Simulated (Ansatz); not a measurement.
Geometry optimisation, RKS PBE-D4/def2-SVP in Ansatz 0.2.0.

The input (input.yaml):

```yaml
crystal:
  periodic: [false, false, false]
  atoms:
    - { symbol: B, position_ang: [0.0, 0.0, 0.0] }
    - { symbol: H, position_ang: [0.0, 0.0, 1.54] }
    - { symbol: F, position_ang: [1.1431, 0.0, -0.66] }
    - { symbol: F, position_ang: [-1.1431, 0.0, -0.66] }
    - { symbol: "N", position_ang: [0.0773, -1.7539, 0.5833] }
    - { symbol: H, position_ang: [-0.441, -2.5119, 0.0539] }
    - { symbol: H, position_ang: [0.64, -2.0009, 1.4471] }
    - { symbol: H, position_ang: [0.0395, -0.8969, 1.5631] }
basis:
  gaussian: { orbitals: def2-SVP }
hamiltonian:
  xc: pbe
  dispersion: d4
relax:
  f_tol: 0.15
  max_steps: 25
  restrain:
    - { distance: [0, 4], at: 2.75, k: 30.0 }
    - { distance: [7, 1], at: 1.86, k: 30.0 }
    - { distance: [0, 1], at: 1.19, k: 30.0 }
    - { distance: [7, 4], at: 1.06, k: 30.0 }
```

Launched with:

```bash
$ ansatz run input.yaml --threads 1 --pin off --max-ram 2048MiB --backend cpu --events-out ev --progress --plain --runs-dir out
```

**Question.** Where does it end, and by what steps?

**Answer.** The run converged. The restraints hold the end off the free minimum; the threshold counts their pulls, which the force column leaves out. Restrained pairs: B1–N5 (1.85 → 2.75 Å), H2–H8 (0.90 → 1.87 Å), B1–H2 (1.54 → 1.20 Å), N5–H8 (1.30 → 1.04 Å). After 11 steps the energy has fallen by 3.561 eV (the restraints' own energy left out); N5 moved furthest, 0.79 Å.

```
step  energy less start (eV)  largest force component (eV/Å)  accepted
   0                  0.0000                           5.058       yes
   1                 -0.4042                           3.366       yes
   2                 -1.0568                           4.120       yes
   3                 -2.2050                           3.269       yes
   4                 -3.0927                           2.704       yes
   5                 -3.4133                           0.866       yes
   6                 -3.4615                           1.008       yes
   7                 -3.4447                           1.225        no
   8                 -3.4989                           1.062       yes
   9                 -3.5310                           0.836       yes
  10                 -3.5560                           0.749       yes
  11                 -3.5611                           0.747       yes
```

```xyz
8
Properties=species:S:1:pos:R:3
B 0.021 0.233 0.019
H -0.188 0.512 1.167
F 1.259 0.231 -0.469
F -0.985 0.035 -0.829
N 0.024 -2.253 1.188
H -0.613 -2.395 0.394
H 0.980 -2.216 0.813
H -0.183 -1.310 1.584
```

Run time: 24 s on 1 thread of Arm Neoverse V1 (shared host), peak memory 0.13 GiB.
